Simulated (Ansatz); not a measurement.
`[OH][GeH]1[BH]O[CH2]1`. Charge 0, multiplicity 1. The geometry is a stationary point of PBE0-D4/def2-TZVP. It is one conformer, not always the lowest.

```xyz
10

O     1.326    0.110   -1.781
Ge    0.845   -0.027   -0.066
B    -0.433    1.395    0.756
O    -1.448    0.508    0.808
C    -1.008   -0.752    0.216
H     2.049   -0.479   -2.004
H     1.978   -0.772    0.678
H    -0.551    2.516    1.146
H    -1.167   -1.558    0.934
H    -1.591   -0.942   -0.686
```

Q: What is the dipole moment at B3LYP/def2-TZVPP? (Best estimate.)

A: The calculation gave: 2.04 D, with components (1.15, -1.66, 0.33) D in this frame, pointing from negative to positive charge.

Q: And with PBE, r2SCAN, ωB97M-V? (Best estimate.)

A: The calculation gave: PBE 1.95 D, r2SCAN 1.98 D, ωB97M-V 2.09 D.

Q: Give the Mulliken charges with B3LYP, ωB97M-V, r2SCAN in def2-TZVPP. (An estimate is asked.)

A: Computed: 
```json
{"atom": "O1", "B3LYP": "-0.43", "ωB97M-V": "-0.42", "r2SCAN": "-0.45"}
{"atom": "Ge2", "B3LYP": "0.36", "ωB97M-V": "0.34", "r2SCAN": "0.38"}
{"atom": "B3", "B3LYP": "0.07", "ωB97M-V": "0.02", "r2SCAN": "0.09"}
{"atom": "O4", "B3LYP": "-0.21", "ωB97M-V": "-0.20", "r2SCAN": "-0.23"}
{"atom": "C5", "B3LYP": "-0.18", "ωB97M-V": "-0.24", "r2SCAN": "-0.10"}
{"atom": "H6", "B3LYP": "0.18", "ωB97M-V": "0.17", "r2SCAN": "0.19"}
{"atom": "H7", "B3LYP": "-0.03", "ωB97M-V": "0.00", "r2SCAN": "-0.04"}
{"atom": "H8", "B3LYP": "0.03", "ωB97M-V": "0.08", "r2SCAN": "0.00"}
{"atom": "H9", "B3LYP": "0.11", "ωB97M-V": "0.13", "r2SCAN": "0.08"}
{"atom": "H10", "B3LYP": "0.12", "ωB97M-V": "0.13", "r2SCAN": "0.08"}
```

B3LYP here is the variant with VWN-RPA as its local correlation; programs differ in this.
